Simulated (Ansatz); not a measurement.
Compare A (`C[Si](C)(S)S`) with its isomer B (`[SiH3]CSCS`).

Gas-phase electronic energies from Ansatz, PBE0-D4/def2-TZVP geometries. CBS: MP2 limit from def2 TZ/QZ plus the TZ coupled-cluster correction, frozen cores. DFT in def2-TZVPP. B3LYP here is the variant with VWN-RPA as its local correlation; programs differ in this. One conformer a species, not always the lowest.

A:

Z-matrix (Å, degrees):
```
C
Si 1 1.862
H 1 1.093 2 110.9
H 1 1.093 2 110.1 3 119.8
H 1 1.092 2 110.7 3 -120.7
C 2 1.864 1 111.6 3 -59.3
S 2 2.140 1 105.4 3 62.9
S 2 2.149 1 112.2 3 177.4
H 6 1.092 2 111.0 1 178.1
H 6 1.094 2 110.7 1 -61.7
H 6 1.093 2 110.1 1 57.9
H 7 1.344 2 94.6 1 178.6
H 8 1.345 2 94.5 1 82.1
```

B:

Z-matrix (Å, degrees):
```
Si
C 1 1.881
H 1 1.490 2 111.1
H 1 1.487 2 110.2 3 120.0
H 1 1.484 2 108.9 3 -120.4
S 2 1.815 1 111.2 3 -174.4
H 2 1.093 1 109.4 3 69.1
H 2 1.093 1 113.5 3 -49.7
C 6 1.803 2 99.8 1 79.9
S 9 1.797 6 110.7 2 -171.8
H 9 1.092 6 110.3 2 71.8
H 9 1.090 6 110.6 2 -48.6
H 10 1.343 9 96.2 6 64.7
```

Q: Which is lower in electronic energy at CCSD(T)/CBS, and by how much? (An estimate is asked.)

A: Ansatz gave: A, by 293.2 kJ/mol.

Q: Give E(B) − E(A) in kJ/mol with B3LYP, CCSD(T)/def2-SVP, LDA (SPW92), BLYP-D4, MP2/def2-TZVPP, PBE0-D4, r2SCAN-D4. (Best estimate.)

A: The calculation gave: B3LYP 286.2, CCSD(T)/def2-SVP 276.6, LDA (SPW92) 285.6, BLYP-D4 281.8, MP2/def2-TZVPP 299.6, PBE0-D4 296.3, r2SCAN-D4 303.1. None reverses the order clearly.

Q: Does the order hold for the free energy at 298.15 K (harmonic terms from PBE0-D4)? (Best estimate.)

A: Ansatz gave: Yes: G(B) − G(A) = +285.6 kJ/mol, for one conformer each. Modes under 60 cm⁻¹, often nearly free rotors, make the harmonic entropy too high.

Largest T1 diagnostic: 0.011.

Leaving LDA and LC-ωPBE aside and taking each functional with its dispersion term where it has one, the values, not all of them listed here, spread over 24.9 kJ/mol, from BLYP-D4 to B97M-V. At CCSD(T), def2-SVP lies −16.6 kJ/mol from the extrapolated value and def2-TZVPP −2.0 kJ/mol.
